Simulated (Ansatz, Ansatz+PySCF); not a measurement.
```yaml
atoms:
  - { symbol: Si, position_ang: [-0.0018, -0.0096, 0.0021] }
  - { symbol: F, position_ang: [0.9229, 0.9127, 0.9095] }
  - { symbol: F, position_ang: [0.9147, -0.9199, -0.9249] }
  - { symbol: F, position_ang: [-0.9091, 0.9229, -0.9178] }
  - { symbol: F, position_ang: [-0.9141, -0.9071, 0.9112] }
```

Basis set: def2-SVP (spherical functions). Correlated methods keep 9 orbitals frozen. Charge 0, multiplicity 1.

Computed with Ansatz (development build ahead of 0.2.0); each method stands on the lowest determinant of its kind that the runs found. Restricted open shells among the atoms or ions are ROHF, correlated in semicanonical orbitals with singles.

The atomization energy at this shape (free ground-state atoms in the same class of orbitals less the molecule, no zero-point energy) of singlet SiF4:

```
     method  atomization energy
RHF-CCSD(T)            22.33 eV
   RHF-CCSD            22.14 eV
    RHF-MP2            23.68 eV
        UHF            17.38 eV
```

Task: What does RHF give?

Result: 17.86 eV.
